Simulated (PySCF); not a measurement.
# Polarisability and C₆ of Cu(3+) (copper, charge +3)

[Ar] 3d8, high-spin 3F determinant. Calculation: PySCF 2.14, in aug-cc-pwCVTZ-PP with ECP10MDF; a scalar-relativistic core potential. Coupled (time-dependent) response in atomic units; α is the mean over directions.

| method | mean α (bohr³) | C₆ (like pair) | S(−4) |
| --- | --- | --- | --- |
| BLYP | 1.620 | 3.700 | 0.9311 |

S(−4) is the Cauchy moment in α(ω) = α(0) + S(−4) ω² + …

α(iu) at BLYP:

```tsv
u (hartree)	α(iu) (bohr³)
0	1.620
0.0500	1.617
0.100	1.610
0.200	1.584
0.300	1.543
0.500	1.436
0.750	1.288
1.00	1.150
1.50	0.9240
2.00	0.7544
3.00	0.5261
5.00	0.2950
```

A single London oscillator, α(iu) = α/(1 + u²/ω²), gives C₆ = (3/4) ω α². Matching the computed C₆ needs ω = 4 × 3.700 / (3 × 1.620²) = 1.88 hartree.

For an ion, C₆ is the dispersion term alone; charge-induced terms of lower order in 1/R come first.

Energies and moments cover only the electrons outside the core potential.
